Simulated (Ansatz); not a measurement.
Total energies of Ga(PH3)H3 (GaPH₆) from Ansatz at r2SCAN-D4/def2-TZVP, gas phase (1 Eh = 27.2114 eV = 2625.5 kJ/mol). The reference geometry is relaxed at PBE0-D4/def2-TZVP.

```json
{"state": "charge 0 singlet", "geometry": "reference", "energy (Eh)": "-2269.75052"}
{"state": "charge 1 doublet", "geometry": "reference", "energy (Eh)": "-2269.38317"}
{"state": "free Ga atom (doublet)", "geometry": "–", "energy (Eh)": "-1924.78964"}
{"state": "free P atom (quartet)", "geometry": "–", "energy (Eh)": "-341.23792"}
{"state": "free H atom (doublet)", "geometry": "–", "energy (Eh)": "-0.49993"}
```

(1) Work out the vertical ionisation energy to the doublet.

(2) What is the binding energy per atom against free atoms?

(1) E(charge 1 doublet) − E(charge 0 singlet) = -2269.38317 − (-2269.75052) = 0.36735 Eh = 10.00 eV. For comparison, −ε of the highest occupied level is 6.96 eV at this level, 3.04 eV less.

(2) Atoms: 1 × (-1924.78964) + 1 × (-341.23792) + 6 × (-0.49993) = -2269.02714 Eh. Binding: -2269.02714 − (-2269.75052) = 0.72338 Eh = 19.68 eV, or 2.46 eV for each of 8 atoms (no zero-point energy, no counterpoise term).
